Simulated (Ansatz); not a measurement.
Computed with Ansatz on PBE0-D4/def2-TZVP structures; ΔE is electronic, products minus reactants. CBS: MP2 limit from def2 TZ/QZ plus the TZ coupled-cluster correction, frozen cores. This one scheme is used for every species. Functionals use def2-TZVPP. B3LYP here is the variant with VWN-RPA as its local correlation; programs differ in this. For Ga, Se outer-core shells are correlated without core-valence functions, which leaves a few kJ/mol of doubt a bond. Scalar relativity is left out up to krypton. One conformer a species, not always the lowest.

Reaction (hydrogenolysis of the Si–Se bond): `F[SiH]([GaH2])[SeH]` + H₂ → `F[SiH2][GaH2]` + H₂Se

CCSD(T)/CBS gives +60.9 kJ/mol.

Q: Another level gave +51.9 kJ/mol. Which?
A. B3LYP/def2-TZVPP
B. PBE0-D4/def2-TZVPP
C. BHLYP/def2-TZVPP
D. B2PLYP/def2-TZVPP

A: D. B2PLYP 51.9, PBE0-D4 62.3, BHLYP 40.1, B3LYP 45.1 kJ/mol.

Q: What do rigid-rotor, harmonic-oscillator terms from PBE0-D4/def2-TZVP frequencies (298.15 K, 1 bar) make of the CCSD(T)/CBS value? (An estimate is asked.)

A: Ansatz gave: ΔZPE = +6.4 kJ/mol, ΔH = +63.7 kJ/mol, ΔS = 31 J/(mol·K), ΔG = +54.4 kJ/mol. Modes under 50 cm⁻¹ make the entropy rough.

Largest T1 diagnostic among the species: 0.013.

Leaving LDA and LC-ωPBE aside and taking each functional with its dispersion term where it has one, the values, not all of them listed here, spread over 22.2 kJ/mol, from CAM-B3LYP-D4 to revPBE-D4. LDA lies +4.6 kJ/mol from PBE without D4. In def2-TZVPP, CCSD(T) changes the Hartree–Fock value by +27.5 kJ/mol (the triples alone add +6.8 kJ/mol) and MP2 by +38.9 kJ/mol. At CCSD(T), def2-SVP lies −22.5 kJ/mol from the extrapolated value and def2-TZVPP −7.2 kJ/mol.

CCSD(T)/CBS has its own doubt, a few kJ/mol and more with outer-core shells, so smaller differences from it don't rank the levels.
